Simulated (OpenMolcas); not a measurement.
**Fe2+ in a point-charge field**

Fe2+ among 6 point charges of -2 e arranged as a tetragonal octahedron (D4h), 2.02 Å from the ion, with the axial distance 2.182 Å. The active orbitals were held to one l.

```json
{"Program": "OpenMolcas", "Method": "CASSCF", "Basis": "ANO-RCC-VDZP [5s4p2d1f]", "Scalar Hamiltonian": "DKH2, point nucleus", "Active space": "6 electrons in 5 orbitals (3d)", "State averaging": "2S+1 = 5 even, 5 roots; 2S+1 = 3 even, 45 roots; 2S+1 = 1 even, 50 roots", "Spin-orbit coupling": "state interaction with AMFI integrals over the reference wave functions"}
```

The lowest spin-free states (labels of D4, the rotations of D4h), above the lowest:

| State | Degeneracy | E (cm-1) | Free-ion L (%) |
| --- | --- | --- | --- |
| 5E | 2 | 0.0 | D (100) |
| 5B2 | 1 | 1809 | D (100) |
| 5A1 | 1 | 4723 | D (100) |
| 5B1 | 1 | 8019 | D (100) |
| 3E | 2 | 19999 | H (65) |
| 3A2 | 1 | 20764 | H (66) |
| 3B2 | 1 | 21821 | H (69) |
| 3E | 2 | 22497 | H (86) |
| 3A2 | 1 | 23647 | H (66) |
| 3E | 2 | 23668 | H (63) |
| 3B1 | 1 | 25145 | H (71) |
| 3A1 | 1 | 26015 | H (93) |
| 3E | 2 | 26626 | G (38) |
| 3A2 | 1 | 26721 | P (64) |
| 3B2 | 1 | 27131 | G (51) |
| 1A1 | 1 | 27710 | I (50) |
| 3E | 2 | 27978 | G (37) |
| 3B1 | 1 | 29162 | F (90) |
| 3E | 2 | 29291 | F (39) |
| 3B2 | 1 | 29916 | F (68) |

The lowest levels with spin-orbit coupling:

```
E (cm-1)  Degeneracy  Label  2S+1               g
     0.0           2      E     5  0.00 0.00 9.95
    66.5           1     B2     5                
    90.0           1     B1     5                
   172.1           2      E     5  0.00 0.00 1.97
   256.5           1     A1     5                
   315.1           1     A2     5                
   415.7           2      E     5  0.00 0.00 5.96
    2001           1     A1     5                
    2002           1     A2     5                
    2050           2      E     5  0.00 0.00 4.27
    2066           1     B2     5                
    4960           1     B1     5                
    4960           1     B2     5                
    4975           2      E     5  0.00 0.00 4.00
    4980           1     A1     5                
    8249           1     B1     5                
    8253           2      E     5  0.00 0.00 3.72
    8265           2            5  0.00 0.00 7.44
   19975           1     B1     3                
   20010           1     B2     3
```

Powder χT (cm3 K/mol): 3.14 at 2 K, 3.31 at 10 K, 3.85 at 50 K, 3.97 at 100 K, 3.93 at 200 K, 3.86 at 300 K. The effective moment at 300 K is 2.828 √(χT) = 5.55 μB.

The lowest level has 2S+1 = 5, for which the spin-only value is χT = S(S+1) / 2 = 3.000 cm3 K/mol (g = 2). The computed 3.857 at 300 K differs by +0.857, through orbital momentum, spin-orbit coupling and any other state in reach.

An orbital doublet at a regular site is open to a Jahn-Teller distortion, which this geometry leaves out. Without dynamic correlation the repulsion within the d shell is too large (B by tens of per cent), so at a given field states of lower spin stand too high. Point charges carry no covalency, so the field is a model and not that of real ligands. No measured value stands beside these numbers.

The RASSCF and RASSI steps took 21 s on 1 thread of Arm Neoverse V2, with other jobs on the host; the integral step is not counted.

With an even number of electrons the g values are those of a degenerate or nearly degenerate non-Kramers pair.
